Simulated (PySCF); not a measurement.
Excitations are Tamm–Dancoff values on a coarser integration grid. The basis has no diffuse functions, so Rydberg states are missing or too high.

Cartesian coordinates (Å):
```xyz
6

S      1.5762     0.3005     0.0777
B     -0.1497     0.7299    -0.0209
S     -1.5663    -0.3484    -0.0763
H      1.4741    -1.0367     0.0961
H     -0.3878     1.8911    -0.0542
H     -0.9464    -1.5365    -0.0223
```
Charge 0, multiplicity 1.

Question: Give the T1 excitation (TDA), S1 excitation (TDA), total energy, S1–T1 gap (TDA), LUMO, brightest of the four lowest singlets (TDA), HOMO–LUMO gap and dipole moment at the level PBE-D3(BJ)/def2-TZVP // CAM-B3LYP-D3(BJ)/def2-TZVP run with PySCF.

Answer: 
The T1 excitation (TDA) is 4.30 eV. The S1 excitation (TDA) is 5.57 eV and the total energy comes out as -822.7395 Ha. The S1–T1 gap (TDA) is 1.27 eV and the LUMO is -1.83 eV. The brightest of the four lowest singlets (TDA) is 5.72 eV, the HOMO–LUMO gap comes out as 4.66 eV and the dipole moment is 0.317 e·Å.
